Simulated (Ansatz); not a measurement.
Ansatz (a quantum-chemistry and plane-wave program) input for B(F)(Me)(OMe) (C₂H₆BFO), SMILES COB(C)F, PBE-D3(BJ)/def2-SVP. 

Ansatz 0.2 input:
```yaml
crystal:
  periodic: [false, false, false]
  atoms:
    - {symbol: B, position_ang: [-0.05605648, 0.00465185, 0.53114991]}
    - {symbol: F, position_ang: [-0.56923977, -0.43442752, 1.68494731]}
    - {symbol: C, position_ang: [0.93437304, 1.22302799, 0.51617845]}
    - {symbol: H, position_ang: [1.82772353, 1.02486629, -0.09846631]}
    - {symbol: H, position_ang: [1.25832231, 1.50466123, 1.52795786]}
    - {symbol: H, position_ang: [0.44341730, 2.10383226, 0.06532471]}
    - {symbol: O, position_ang: [-0.47420887, -0.66630269, -0.56762921]}
    - {symbol: C, position_ang: [-0.03092328, -0.33273250, -1.86551568]}
    - {symbol: H, position_ang: [1.03393812, -0.58727414, -2.00523282]}
    - {symbol: H, position_ang: [-0.62254896, -0.91163783, -2.58898114]}
    - {symbol: H, position_ang: [-0.16443943, 0.74078903, -2.08382053]}
basis:
  gaussian:
    orbitals: def2-SVP
hamiltonian:
  xc: pbe
  dispersion: d3bj
relax: {f_tol: 0.002, max_steps: 200}
```

Log of the run:

```
WARN ansatz: RAYON_NUM_THREADS=1 ignored (pool sized by the plan → 1); use --threads N
Functional definition: PBE
integrals: 0.04 GiB planned
1109 factors; their error is unknown
mean field: 0.26 GiB planned
mean field evaluation 1: about -7590.1128 eV, gradient 6.8e1 eV
mean field evaluation 2: about -7576.3992 eV, gradient 1.0e2 eV
mean field evaluation 4: about -7600.4184 eV, gradient 5.9e0 eV
mean field evaluation 8: about -7600.4796 eV, gradient 1.4e-1 eV
mean field evaluation 16: about -7600.4372 eV, gradient 1.4e-4 eV
mean field -7600.43720532 eV, -279.3109155342 hartree, gradient 6.1e-5 eV, S^2 0.000000; 0 other end points of the search recorded, 0 dependent functions left out
the calculation of the forces begins
reference -7600.43723842 eV, -279.3109167505 hartree; 20, 20 occupied and 80, 80 virtual orbitals, 1109 factors
relax step   1: F+E_penalty+E_count = -7600.61221794 eV  Δ(F+E_penalty+E_count) = +0.000e0 eV  max|allowed force component| = 3.028e-1 eV/Å  Δτ_max = 0.0000 Å  (27 SCF iters, accepted)
these checks for a lower state are left out or cut short: starts, cluster_reference, orbital_swaps, neighbouring_geometries, increment
integrals: 0.04 GiB planned
1109 factors; their error is unknown
mean field: 0.26 GiB planned
mean field -7600.44718582 eV, -279.3112823106 hartree, gradient 2.5e-5 eV, S^2 0.000000; 0 other end points of the search recorded, 0 dependent functions left out
the calculation of the forces begins
reference -7600.44721896 eV, -279.3112835285 hartree; 20, 20 occupied and 80, 80 virtual orbitals, 1109 factors
relax step   2: F+E_penalty+E_count = -7600.62153453 eV  Δ(F+E_penalty+E_count) = -9.317e-3 eV  max|allowed force component| = 1.131e-1 eV/Å  Δτ_max = 0.0127 Å  (30 SCF iters, accepted)
these checks for a lower state are left out or cut short: starts, cluster_reference, orbital_swaps, neighbouring_geometries, increment
integrals: 0.04 GiB planned
1109 factors; their error is unknown
mean field: 0.26 GiB planned
mean field evaluation 32: about -7600.4485 eV, gradient 2.5e-5 eV
mean field -7600.44852524 eV, -279.3113315336 hartree, gradient 2.5e-5 eV, S^2 0.000000; 0 other end points of the search recorded, 0 dependent functions left out
the calculation of the forces begins
reference -7600.44855840 eV, -279.3113327523 hartree; 20, 20 occupied and 80, 80 virtual orbitals, 1109 factors
relax step   3: F+E_penalty+E_count = -7600.62259323 eV  Δ(F+E_penalty+E_count) = -1.059e-3 eV  max|allowed force component| = 2.951e-2 eV/Å  Δτ_max = 0.0079 Å  (31 SCF iters, accepted)
these checks for a lower state are left out or cut short: starts, cluster_reference, orbital_swaps, neighbouring_geometries, increment
integrals: 0.04 GiB planned
1109 factors; their error is unknown
mean field: 0.26 GiB planned
mean field -7600.44852226 eV, -279.3113314240 hartree, gradient 2.5e-5 eV, S^2 0.000000; 0 other end points of the search recorded, 0 dependent functions left out
the calculation of the forces begins
reference -7600.44855543 eV, -279.3113326429 hartree; 20, 20 occupied and 80, 80 virtual orbitals, 1109 factors
relax step   4: F+E_penalty+E_count = -7600.62259525 eV  Δ(F+E_penalty+E_count) = -2.019e-6 eV  max|allowed force component| = 3.036e-2 eV/Å  Δτ_max = 0.0042 Å  (30 SCF iters, accepted)
these checks for a lower state are left out or cut short: starts, cluster_reference, orbital_swaps, neighbouring_geometries, increment
integrals: 0.04 GiB planned
1109 factors; their error is unknown
mean field: 0.26 GiB planned
mean field -7600.44855172 eV, -279.3113325068 hartree, gradient 1.1e-5 eV, S^2 0.000000; 0 other end points of the search recorded, 0 dependent functions left out
the calculation of the forces begins
reference -7600.44858489 eV, -279.3113337255 hartree; 20, 20 occupied and 80, 80 virtual orbitals, 1109 factors
relax step   5: F+E_penalty+E_count = -7600.62263910 eV  Δ(F+E_penalty+E_count) = -4.385e-5 eV  max|allowed force component| = 8.443e-3 eV/Å  Δτ_max = 0.0018 Å  (23 SCF iters, accepted)
these checks for a lower state are left out or cut short: starts, cluster_reference, orbital_swaps, neighbouring_geometries, increment
integrals: 0.04 GiB planned
1109 factors; their error is unknown
mean field: 0.26 GiB planned
mean field -7600.44855169 eV, -279.3113325054 hartree, gradient 1.5e-5 eV, S^2 0.000000; 0 other end points of the search recorded, 0 dependent functions left out
the calculation of the forces begins
reference -7600.44858485 eV, -279.3113337241 hartree; 20, 20 occupied and 80, 80 virtual orbitals, 1109 factors
[...]
the calculation of the forces begins
reference -7600.44863752 eV, -279.3113356598 hartree; 20, 20 occupied and 80, 80 virtual orbitals, 1109 factors
relax step  13: F+E_penalty+E_count = -7600.62293444 eV  Δ(F+E_penalty+E_count) = +1.735e-4 eV  max|allowed force component| = 7.095e-2 eV/Å  Δτ_max = 0.0316 Å  (30 SCF iters, rejected (line search))
these checks for a lower state are left out or cut short: starts, cluster_reference, orbital_swaps, neighbouring_geometries, increment
integrals: 0.04 GiB planned
1109 factors; their error is unknown
mean field: 0.26 GiB planned
mean field -7600.44881826 eV, -279.3113423017 hartree, gradient 7.4e-6 eV, S^2 0.000000; 0 other end points of the search recorded, 0 dependent functions left out
the calculation of the forces begins
reference -7600.44885134 eV, -279.3113435176 hartree; 20, 20 occupied and 80, 80 virtual orbitals, 1109 factors
relax step  14: F+E_penalty+E_count = -7600.62314995 eV  Δ(F+E_penalty+E_count) = -4.201e-5 eV  max|allowed force component| = 1.129e-2 eV/Å  Δτ_max = 0.0154 Å  (32 SCF iters, accepted)
these checks for a lower state are left out or cut short: starts, cluster_reference, orbital_swaps, neighbouring_geometries, increment
integrals: 0.04 GiB planned
1109 factors; their error is unknown
mean field: 0.26 GiB planned
mean field -7600.44882871 eV, -279.3113426859 hartree, gradient 7.4e-6 eV, S^2 0.000000; 0 other end points of the search recorded, 0 dependent functions left out
the calculation of the forces begins
reference -7600.44886180 eV, -279.3113439018 hartree; 20, 20 occupied and 80, 80 virtual orbitals, 1109 factors
relax step  15: F+E_penalty+E_count = -7600.62317878 eV  Δ(F+E_penalty+E_count) = -2.883e-5 eV  max|allowed force component| = 6.297e-3 eV/Å  Δτ_max = 0.0193 Å  (31 SCF iters, accepted)
these checks for a lower state are left out or cut short: starts, cluster_reference, orbital_swaps, neighbouring_geometries, increment
integrals: 0.04 GiB planned
1109 factors; their error is unknown
mean field: 0.26 GiB planned
mean field -7600.44882984 eV, -279.3113427275 hartree, gradient 7.4e-6 eV, S^2 0.000000; 0 other end points of the search recorded, 0 dependent functions left out
the calculation of the forces begins
reference -7600.44886293 eV, -279.3113439435 hartree; 20, 20 occupied and 80, 80 virtual orbitals, 1109 factors
relax step  16: F+E_penalty+E_count = -7600.62318866 eV  Δ(F+E_penalty+E_count) = -9.879e-6 eV  max|allowed force component| = 5.175e-3 eV/Å  Δτ_max = 0.0131 Å  (31 SCF iters, accepted)
these checks for a lower state are left out or cut short: starts, cluster_reference, orbital_swaps, neighbouring_geometries, increment
integrals: 0.04 GiB planned
1109 factors; their error is unknown
mean field: 0.26 GiB planned
mean field evaluation 128: about -7600.4488 eV, gradient 7.4e-6 eV
mean field -7600.44882832 eV, -279.3113426715 hartree, gradient 7.4e-6 eV, S^2 0.000000; 0 other end points of the search recorded, 0 dependent functions left out
the calculation of the forces begins
reference -7600.44886141 eV, -279.3113438876 hartree; 20, 20 occupied and 80, 80 virtual orbitals, 1109 factors
relax step  17: F+E_penalty+E_count = -7600.62319343 eV  Δ(F+E_penalty+E_count) = -4.770e-6 eV  max|allowed force component| = 2.598e-3 eV/Å  Δτ_max = 0.0100 Å  (31 SCF iters, accepted)
these checks for a lower state are left out or cut short: starts, cluster_reference, orbital_swaps, neighbouring_geometries, increment
integrals: 0.04 GiB planned
1109 factors; their error is unknown
mean field: 0.26 GiB planned
mean field -7600.44882385 eV, -279.3113425072 hartree, gradient 1.1e-5 eV, S^2 0.000000; 0 other end points of the search recorded, 0 dependent functions left out
the calculation of the forces begins
reference -7600.44885694 eV, -279.3113437233 hartree; 20, 20 occupied and 80, 80 virtual orbitals, 1109 factors
relax step  18: F+E_penalty+E_count = -7600.62319503 eV  Δ(F+E_penalty+E_count) = -1.604e-6 eV  max|allowed force component| = 7.816e-4 eV/Å  Δτ_max = 0.0058 Å  (23 SCF iters, accepted)
these checks for a lower state are left out or cut short: starts, cluster_reference, orbital_swaps, neighbouring_geometries, increment
integrals: 0.04 GiB planned
1109 factors; their error is unknown
mean field: 0.26 GiB planned
mean field -7600.44882106 eV, -279.3113424046 hartree, gradient 1.8e-5 eV, S^2 0.000000; 0 other end points of the search recorded, 0 dependent functions left out
the calculation of the forces begins
reference -7600.44885415 eV, -279.3113436207 hartree; 20, 20 occupied and 80, 80 virtual orbitals, 1109 factors
relax step  19: F+E_penalty+E_count = -7600.62319571 eV  Δ(F+E_penalty+E_count) = -6.729e-7 eV  max|allowed force component| = 9.485e-4 eV/Å  Δτ_max = 0.0042 Å  (21 SCF iters, accepted)
these checks for a lower state are left out or cut short: starts, cluster_reference, orbital_swaps, neighbouring_geometries, increment
integrals: 0.04 GiB planned
1109 factors; their error is unknown
mean field: 0.26 GiB planned
mean field -7600.44880949 eV, -279.3113419794 hartree, gradient 7.5e-6 eV, S^2 0.000000; 0 other end points of the search recorded, 0 dependent functions left out
the calculation of the forces begins
reference -7600.44884258 eV, -279.3113431956 hartree; 20, 20 occupied and 80, 80 virtual orbitals, 1109 factors
relax step  20: F+E_penalty+E_count = -7600.62319167 eV  Δ(F+E_penalty+E_count) = +4.033e-6 eV  max|allowed force component| = 8.539e-3 eV/Å  Δτ_max = 0.0113 Å  (31 SCF iters, rejected (line search))
these checks for a lower state are left out or cut short: starts, cluster_reference, orbital_swaps, neighbouring_geometries, increment
integrals: 0.04 GiB planned
1109 factors; their error is unknown
mean field: 0.26 GiB planned
mean field -7600.44881918 eV, -279.3113423355 hartree, gradient 2.6e-5 eV, S^2 0.000000; 0 other end points of the search recorded, 0 dependent functions left out
the calculation of the forces begins
reference -7600.44885227 eV, -279.3113435517 hartree; 20, 20 occupied and 80, 80 virtual orbitals, 1109 factors
relax step  21: F+E_penalty+E_count = -7600.62319657 eV  Δ(F+E_penalty+E_count) = -8.611e-7 eV  max|allowed force component| = 1.535e-3 eV/Å  Δτ_max = 0.0056 Å  (22 SCF iters, accepted)
integrals: 0.04 GiB planned
1109 factors; their error is unknown
mean field: 0.26 GiB planned
mean field evaluation 160: about -7600.4864 eV, gradient 1.6e0 eV
mean field -7600.44881918 eV, -279.3113423355 hartree, gradient 2.6e-5 eV, S^2 0.000000; 1 other end points of the search recorded, 0 dependent functions left out
the calculation of the forces begins
reference -7600.44885227 eV, -279.3113435517 hartree; 20, 20 occupied and 80, 80 virtual orbitals, 1109 factors
Total energy: -7600.62322966 eV, -279.3177518026 hartree
Atom 0 at    -0.050713    -0.003412     0.540714 Å, force     0.000111     0.000534    -0.001271 eV/Å
Atom 1 at    -0.549458    -0.468215     1.699599 Å, force    -0.000554    -0.000613     0.000499 eV/Å
Atom 2 at     0.959074     1.207215     0.525127 Å, force    -0.000344    -0.000772     0.000528 eV/Å
Atom 3 at     1.919444     0.915989     0.048298 Å, force     0.000467    -0.000151    -0.000437 eV/Å
Atom 4 at     1.177917     1.587849     1.540396 Å, force     0.000033     0.000074     0.000188 eV/Å
Atom 5 at     0.561098     2.047564    -0.083090 Å, force    -0.000324     0.000270    -0.000317 eV/Å
Atom 6 at    -0.491150    -0.660410    -0.567901 Å, force     0.001328     0.001517    -0.000699 eV/Å
Atom 7 at    -0.068196    -0.305092    -1.871339 Å, force    -0.000663    -0.001055     0.001535 eV/Å
Atom 8 at     1.030630    -0.421182    -1.997259 Å, force    -0.000219     0.000151    -0.000129 eV/Å
Atom 9 at    -0.572739    -0.975258    -2.594778 Å, force     0.000148     0.000165     0.000127 eV/Å
Atom 10 at    -0.335550     0.744406    -2.123853 Å, force     0.000017    -0.000119    -0.000024 eV/Å
Dipole moment:     0.253358     0.253352    -0.434865 e Å
```

Self-consistency was reached.

Cost: very roughly 50 core-seconds.
